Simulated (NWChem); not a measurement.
## Correlation energy of AlP

```xyz
2

Al     0.0000     0.0000     1.1825
P      0.0000     0.0000    -1.0249
```
Charge 0, spin multiplicity 3.

Program: NWChem. All single points use one geometry, from UPBE0/def2-SVP, a minimum by its harmonic frequencies.

Basis set: STO-3G. Each correlation energy counts from its own Hartree-Fock reference.

```json
[
 {"method": "UMP2", "correlation energy (mHa)": "-39.7", "remark": "-"},
 {"method": "SCS-UMP2", "correlation energy (mHa)": "-41.5", "remark": "-"},
 {"method": "CCSD(T) on UHF", "correlation energy (mHa)": "-65.1", "remark": "-"},
 {"method": "CCSDT on ROHF", "correlation energy (mHa)": "-71.8", "remark": "large amplitudes"},
 {"method": "CCSD(T) on ROHF", "correlation energy (mHa)": "-71.0", "remark": "large amplitudes"},
 {"method": "CCSD[T] on UHF", "correlation energy (mHa)": "-66.5", "remark": "-"},
 {"method": "CCSD on ROHF", "correlation energy (mHa)": "-65.8", "remark": "large amplitudes"},
 {"method": "CCSD on UHF", "correlation energy (mHa)": "-60.9", "remark": "-"},
 {"method": "CCSD[T] on ROHF", "correlation energy (mHa)": "-72.5", "remark": "large amplitudes"}
]
```

The values span 32.8 mHa, from CCSD[T] on ROHF (lowest) to UMP2 (highest). 

The correlated methods keep 10 core orbitals frozen. This spin state was chosen for the runs; another may lie lower. The structure started from a generated list of species. The unpaired electrons of the parent sit in orbitals of symmetry a1 and b2 (C2v labels of the run); other states weren't searched. No SCF solution was tested for a lower state. Open-shell Hartree-Fock references start from PBE0 orbitals. No row is a measurement; the coupled-cluster row has its own basis-set and correlation limits.
